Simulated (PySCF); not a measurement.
## Gas-phase XPS of Si(NMe2)H3, computed

Species: Si(NMe2)H3, C2H9NSi.
Bonds: Si1–N2, N2–C3, N2–C4. Hydrogens: H11, H12, H13 on Si1; H5, H6, H7 on C3; H8, H9, H10 on C4.

Computed, not measured: delta-SCF UKS SCAN, pcX-2 on the ionised atom, pcseg-1 elsewhere, spin-free X2C (PySCF 2.14.0). Binding energies are ΔSCF values: E(core-ionised, relaxed orbitals) − E(ground state) at a fixed geometry, referred to the vacuum level.

Q: Give the core binding energies atom by atom.

A: 
```json
{"atom(s)": "Si1", "environment": "silicon bonded to N and 3 H", "level": "Si 2p3/2", "binding energy (eV)": "106.78", "2p1/2 (eV)": "107.40", "count": "1"}
{"atom(s)": "C3/C4", "environment": "carbon bonded to N and 3 H", "level": "C 1s", "binding energy (eV)": "291.53", "2p1/2 (eV)": "–", "count": "2"}
{"atom(s)": "N2", "environment": "nitrogen bonded to 2 C and Si", "level": "N 1s", "binding energy (eV)": "404.33", "2p1/2 (eV)": "–", "count": "1"}
{"atom(s)": "Si1", "environment": "silicon bonded to N and 3 H", "level": "Si 1s", "binding energy (eV)": "1846.64", "2p1/2 (eV)": "–", "count": "1"}
```

Q: Which photon energy gives electrons from C 1s of C3/C4 a kinetic energy of 200 eV, and what is their de Broglie wavelength?

A: hν = 291.53 + 200 = 491.53 eV, recoil neglected; λ = 12.264 Å/√(E/eV) = 0.87 Å.

Q: What is the longest wavelength that can ionise C 1s of C3/C4 vertically?

A: λ = hc/E = 12398.42 eV Å / 291.53 eV = 42.529 Å.

Atoms equivalent by their bonding share one computed value, that of the first of them. Spin–orbit coupling isn't in the SCF: each 2p doublet comes from a relaxed spin-free hole plus a matrix of the shell (mean-field spin–orbit coupling and the ground-state 2p splitting), with 2p3/2 averaged over its two sublevels. 2p1/2 minus 2p3/2 (ligand field included): Si 0.62 eV. Geometry: PBE0-D3(BJ)/def2-SVP; no solvent, vibrations or thermal averaging.
